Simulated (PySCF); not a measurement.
Species: C3H9BrOSi3.
Cartesian coordinates in Å at the PBE0-D3(BJ)/def2-SVP level; atoms count from 1:
```
atom  x, y, z in Å
C1    -1.4436    1.3713   -0.4540
C2    -1.6033    0.1679   -0.4265
C3    -1.7931   -1.2607   -0.3063
Si4   -3.4883   -1.5156    0.4872
Br5   -3.7839   -3.7018    0.8388
Si6   -0.3718   -2.0104    0.7178
O7     1.0602   -1.3676    0.2127
Si8    1.9370   -0.0368   -0.2550
H9    -1.3067    2.4356   -0.4970
H10   -1.7986   -1.7489   -1.2979
H11   -3.5363   -0.8228    1.8020
H12   -4.5714   -1.0353   -0.4120
H13   -0.6163   -1.6769    2.1517
H14   -0.3321   -3.4816    0.5112
H15    1.6985    1.1090    0.6718
H16    1.5818    0.3597   -1.6484
H17    3.3797   -0.4135   -0.2094
```

Computed with PySCF at CAM-B3LYP/def2-SVPD, non-relativistic, on one gas-phase PBE0-D3(BJ)/def2-SVP geometry that isn't relaxed in the solvent. The solvent is an IEF-PCM continuum (cavity from Bondi-type radii × 1.2). The model holds no explicit solvent molecules, cavitation or dispersion. Spin–orbit coupling is left out although an atom past zinc is present.

Gas phase at CAM-B3LYP/def2-SVPD: HOMO -8.92 eV, LUMO 0.45 eV, dipole 1.46 D.

**Question.** What does the continuum do to the energy, the frontier levels and the dipole at CAM-B3LYP/def2-SVPD in cyclohexane and water?

**Answer.** 
| solvent | ε | E(solvent) − E(gas) (kcal/mol) | polarisation term (kcal/mol) | distortion of the solute (kcal/mol) | HOMO (eV) | LUMO (eV) | dipole (D) |
| --- | --- | --- | --- | --- | --- | --- | --- |
| cyclohexane | 2.017 | -1.23 | -1.28 | 0.05 | -8.85 | 0.50 | 1.63 |
| water | 78.36 | -3.25 | -3.64 | 0.39 | -8.80 | 0.53 | 1.90 |

The polarisation term is half the interaction of the solute with the surface charges that it induces; the rest is the cost of distorting the solute's density. The sum is the electrostatic part of solvation alone. From cyclohexane to water the lowering changes by a factor 2.64, Onsager's factor (ε − 1)/(2ε + 1) by 2.43 and ε itself by 38.9.

**Question.** Which radius a makes the point-dipole formula ΔE = −[(ε − 1)/(2ε + 1)]·μ²/a³ give the value in water, with the gas-phase dipole?

**Answer.** μ = 0.576 au and |ΔE| = 0.00518 Eh give a = 1.67 Å; the farthest nucleus lies 4.29 Å from the centroid of the nuclei, so such a sphere wouldn't even hold the nuclei. The formula assumes a rigid point dipole at the centre of a sphere.

**Question.** Give the dipole vector in the frame of the coordinates (D, pointing from negative to positive charge), gas and water.

**Answer.** Gas (-0.04, 1.36, -0.53), solvent (-0.07, 1.74, -0.77). Its length changes by +30 % and its direction by 3°.

**Question.** How does the static polarisability (CAM-B3LYP/def2-SVPD, frozen core, with the continuum's full static response) change?

**Answer.** 
| medium | isotropic (au) | principal values (au) | ⟨r²⟩ of the electrons (bohr²) |
| --- | --- | --- | --- |
| gas | 134.8 | 106.1, 131.5, 166.9 | 3284.2 |
| cyclohexane | 151.5 | 120.1, 147.3, 187.0 | 3284.3 |
| water | 185.7 | 157.2, 175.9, 223.9 | 3284.5 |

The isotropic value in water is 1.38 times the gas-phase one; no cavity-field correction is applied. ⟨r²⟩ is taken about the centre of nuclear charge.
